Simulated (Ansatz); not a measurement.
One change: `O[Si](O)(F)[SiH2]F` becomes `O[SiH](F)[SiH2]F`.

Ansatz, PBE0-D4/def2-TZVP geometries, multiplicity 1. Each molecule was computed in one conformer, which needn't be the lowest.

| property | `O[Si](O)(F)[SiH2]F` |
| --- | --- |
| size of the dipole moment (B3LYP/def2-TZVPP) / D | 1.56 |
| size of the dipole moment (ωB97M-V/def2-TZVPP) / D | 1.57 |
| HOMO–LUMO gap (PBE0/def2-TZVPP) / eV | 7.74 |
| HOMO energy (PBE/def2-TZVPP) / eV | -7.11 |
| size of the dipole moment (PBE/def2-TZVPP) / D | 1.58 |
| HOMO energy (B3LYP/def2-TZVPP) / eV | -8.26 |

(1) What does the change do to each property? (An estimate is asked.)

Results:

(1) Ansatz gave: 
```csv
property,`O[SiH](F)[SiH2]F`,shift
size of the dipole moment (B3LYP/def2-TZVPP) / D,1.07,-0.49
size of the dipole moment (ωB97M-V/def2-TZVPP) / D,1.04,-0.53
HOMO–LUMO gap (PBE0/def2-TZVPP) / eV,7.11,-0.63
HOMO energy (PBE/def2-TZVPP) / eV,-6.95,0.16
size of the dipole moment (PBE/def2-TZVPP) / D,0.93,-0.65
HOMO energy (B3LYP/def2-TZVPP) / eV,-8.07,0.19
```

With PBE0 the HOMO rises by 0.21 eV and the LUMO falls by 0.43 eV, so the gap narrows by about 0.64 eV. PBE moves the HOMO by 0.16 eV and ωB97M-V by 0.23 eV. The zero-point energy changes by -14.9 kJ/mol with -3 modes. Dipoles are sizes alone; their direction can turn.

B3LYP here is the variant with VWN-RPA as its local correlation; programs differ in this.
